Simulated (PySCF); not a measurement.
# Do core-level shifts follow atomic charges?

Species: C6H12O2Si.
SMILES with atom numbers: `[CH3:1][C:2](=[O:3])[O:4][C@H:5]1[CH2:6][CH2:7][SiH2:8][CH2:9]1`

Binding energies: delta-SCF UKS SCAN, pcX-2 on the ionised atom, pcseg-1 elsewhere, spin-free X2C in PySCF 2.14.0. Charges: PBE0/pcSseg-1 ground-state density, for the ionised atom.

| atom | environment | C 1s (eV) | Mulliken (e) | IAO (e) | Hirshfeld (e) | ESP (e) |
| --- | --- | --- | --- | --- | --- | --- |
| C9 | sp3 carbon bound to silicon | 290.13 | -0.450 | -0.546 | -0.168 | -0.496 |
| C7 | sp3 carbon bound to silicon | 290.13 | -0.528 | -0.539 | -0.155 | -0.345 |
| C6 | ring CH2 carbon | 290.57 | -0.202 | -0.262 | -0.078 | -0.158 |
| C1 | methyl carbon next to a carbonyl | 291.19 | -0.244 | -0.468 | -0.121 | -0.618 |
| C5 | sp3 carbon bound to oxygen | 292.08 | +0.004 | +0.087 | +0.044 | +0.576 |
| C2 | ester carbonyl carbon | 294.33 | +0.373 | +0.527 | +0.217 | +0.832 |

Question: Give the correlation coefficient and slope of binding energy on charge for each scheme.

Answer: Hirshfeld: r = 0.97, slope 10.6 eV per e; Mulliken: r = 0.97, slope 4.8 eV per e; IAO: r = 0.95, slope 3.6 eV per e; ESP: r = 0.86, slope 2.3 eV per e. On 6 points no scheme stands out.

Question: The point-charge model writes a binding energy as kq + V + constant, with V the potential of the other atoms' charges at the site. What does it give with the ESP charges?

Answer: V = Σ 14.40 eV Å × q/r over all other atoms: +7.39 eV at C9, +4.47 eV at C7, +2.64 eV at C6, +9.68 eV at C1, -7.44 eV at C5, -12.69 eV at C2. Fitting binding energy − V to q gives k = 17.0 eV per e and leaves an rms residual of 1.00 eV, against 0.75 eV for the fit on q alone. The model has no term for differences in relaxation between sites.

Geometry: PBE0-D3(BJ)/def2-SVP, one conformer, isolated molecule.
